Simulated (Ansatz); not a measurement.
The lowest singlet and triplet of CHF (SMILES [CH]F); geometries from B3LYP-D3(BJ)/def2-TZVP, each state relaxed from the structure named, with no frequency check.
Singlet (charge 0, multiplicity 1):
```xyz
3

C     -0.57409     0.44277     0.00000
F      0.53400    -0.25531     0.00000
H     -1.36145    -0.35883     0.00000
```

A positive gap puts the triplet lower; no zero-point energy. R- takes a restricted singlet. The triplet is unrestricted in single-reference levels.

Correlated levels freeze the cores.

Codes used: Ansatz (an electronic-structure program) with Gaussian orbitals. 

**Question.** One of these levels gives -1.75 kcal/mol for the gap E(singlet) − E(triplet), vertical, at the singlet's geometry. Which one is it?
(A) R-CCSD/cc-pVQZ
(B) R-HF/cc-pVDZ
(C) R-HF/cc-pVTZ
(D) R-BHLYP/def2-TZVPP

**Answer.** C, R-HF/cc-pVTZ. The others give -2.22 (R-HF/cc-pVDZ), -16.71 (R-BHLYP/def2-TZVPP), -20.32 (R-CCSD/cc-pVQZ)

Doubts at one or more of the structures used: a restricted determinant that unrestricted orbitals would lower (R-HF/cc-pVDZ, R-HF/cc-pVTZ, R-BHLYP/def2-TZVPP, R-CCSD/cc-pVQZ).
